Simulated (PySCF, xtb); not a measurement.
Potential energy curve for Ge₂, triplet.

- UKS-PBE0 = unrestricted PBE0/cc-pVDZ (PySCF)
- UHF/LANL2DZ = unrestricted Hartree-Fock/LANL2DZ, with its core potentials past Ne run with PySCF
- GFN1-xTB (xtb)
- UCCSD = CCSD on UHF/cc-pVDZ, 18 core orbitals frozen run with PySCF

Energies are in kcal/mol, each relative to the lowest point of its own curve near equilibrium.

```tsv
R / Å	UKS-PBE0	UHF/LANL2DZ	GFN1-xTB	UCCSD
1.77	91.6	105.6	184.3	99.6
1.92	38.4	51.3	49.3	42.6
2.04	17.0	26.5	10.8	19.1
2.15	10.4	12.7	0.0	11.7
2.26	2.6	4.8	0.4	3.1
2.30	1.2	3.0	2.1	1.5
2.38	0.0	0.8	6.0	0.0
2.45	0.5	0.0	9.4	0.3
2.54	2.6	0.2	14.5	2.3
2.59	4.3	0.7	17.7	4.1
2.77	12.8	4.2	30.7	12.6
```

At the longest distance, 2.77 Å, GFN1-xTB lies highest above its minimum (30.7 kcal/mol) and UHF/LANL2DZ lowest (4.2 kcal/mol).

The scan ran from 1.77 to 7.16 Å; beyond the distances shown one of the unrestricted levels run for this scan, shown here or not, changes its spin distribution in one step. The unrestricted determinant behind UHF/LANL2DZ is spin-contaminated at 2.04 to 2.77 Å (<S²> up to 2.8, against 2.00 for a pure triplet). The unrestricted determinant behind UCCSD is spin-contaminated at 2.77 Å (<S²> up to 2.2, against 2.00 for a pure triplet).
